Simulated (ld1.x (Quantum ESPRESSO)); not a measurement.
# niobium, TM: configuration errors across variants

ld1.x (Quantum ESPRESSO) 7.5 input, shortened:

```
&input
   title='Nb', zed=41., rel=1, dft='PBE', iswitch=3,
   config='[Kr] 4d3.5 5s0 5p0'
 /
 &inputp
   pseudotype=2, tm=.true., lloc=1,
   nlcc=.true.
 /
3
4S  1  0   2.00   0.00  1.50  1.50  0.0
4D  3  2   3.50   0.00  1.65  1.65  0.0
4P  2  1   6.00   0.00  1.45  1.45  0.0
 &test
   configts(1)='4s2 4p6 4d3.5 5s0 5p0'
 /
```

All-electron excitation energies from the reference (eV): (1) 4s2 4p6 4d4 5s1 5p0 -12.432; (2) 4s2 4p6 4d4 5s0 5p0 -5.795; (3) 4s2 4p6 4d3 5s0 5p0 8.246; (4) 4s2 4p5 4d4 5s1 5p0 27.317; (5) 4s2 4p6 4d5 5s0 5p0 -11.162; (6) 4s2 4p6 4d4 5s0.5 5p0 -9.793; (7) 4s2 4p6 4d4.5 5s0.5 5p0 -11.874.

1 further variants failed, have other tests or too few solved ones, and are left out.

Errors AE − PS in meV (a dash: test not solved or not reliable):

```tsv
change	(1)	(2)	(3)	(4)	(5)	(6)	(7)	bound ghosts
base	+92	0.0	+0.7	+157	+0.7	+53	+43	none
all radii but the core radius scaled by about 1.28 (s 1.92, p 1.86, d 2.12 bohr)	+493	+0.6	+1.6	+868	+3.1	+284	+231	none
wave 4d (bound): rc 1.65 bohr becomes 4d (bound): rc 2.12 bohr	+92	-0.1	+0.7	+148	+0.1	+53	+43	none
local potential the s channel	+238	+1.0	+2.2	+429	+5.8	+137	+113	none
wave 4s (bound): rc 1.50 bohr becomes 4s (bound): rc 2.12 bohr	+624	0.0	+0.8	+1121	+0.7	+359	+292	none
```

(1) Give the same row for: wave 4p (bound): rc 1.45 bohr becomes 4p (bound): rc 1.84 bohr.

Answers

(1) +154, +0.7, +1.6, +240, +3.9, +88, +73; bound ghosts: none.
